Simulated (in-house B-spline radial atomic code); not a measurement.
# Ionising the strontium ion Sr²⁺ with different functionals

Computed with a B-spline radial code for spherical atoms: non-relativistic Hamiltonian, point nucleus, spin-polarised at highest spin, spherical fractional occupations for the functionals, and exact exchange of hybrids averaged over the configuration. The ionisation energy is the difference of two self-consistent energies, [Ar] 3d10 4s2 4p6 → [Ar] 3d10 4s2 4p5, without Breit or QED terms; ε is the level of the shell that loses the electron (its least bound occupied spin orbital). There is no spin-orbit coupling in this Hamiltonian.

| method | rung | ΔSCF (eV) | -ε(4p) (eV) |
| --- | --- | --- | --- |
| PBE0 | global hybrid | 43.03 | 38.39 |
| B3LYP | global hybrid | 43.01 | 37.99 |
| TPSSh | global hybrid | ? | ? |
| M06-2X | global hybrid | 42.82 | 40.10 |
| BHandHLYP | global hybrid | 42.95 | 40.12 |
| r2SCAN0 | global hybrid | 43.35 | 38.77 |
| B97-1 | global hybrid | 42.96 | 38.03 |
| HSE06 | range-separated hybrid | ? | ? |
| wB97X | range-separated hybrid | 42.84 | 40.90 |
| CAM-B3LYP | range-separated hybrid | 42.99 | 39.85 |
| LC-wPBE | range-separated hybrid | 43.01 | 41.38 |

(1) What does HSE06 give?

(2) What does TPSSh give?

(3) Among the functionals, which spreads more, the ΔSCF values or the orbital energies?

(4) How do they compare with the NIST value?

Results:

(1) ΔSCF 42.99 eV, and -ε(4p) = 37.94 eV.

(2) ΔSCF 43.12 eV, and -ε(4p) = 37.42 eV.

(3) The orbital energies: ΔSCF values span about 0.53 eV and the orbital energies 3.96 eV; here energy differences depend much less on the functional than eigenvalues do.

(4) NIST lists 42.884 eV (measured, ground level to ground level). Errors run from -0.06 to +0.47 eV; wB97X is closest (-0.05 eV), but part of that can be cancellation, since the calculations leave out relativity, Breit-QED terms, multiplet and fine-structure energies.
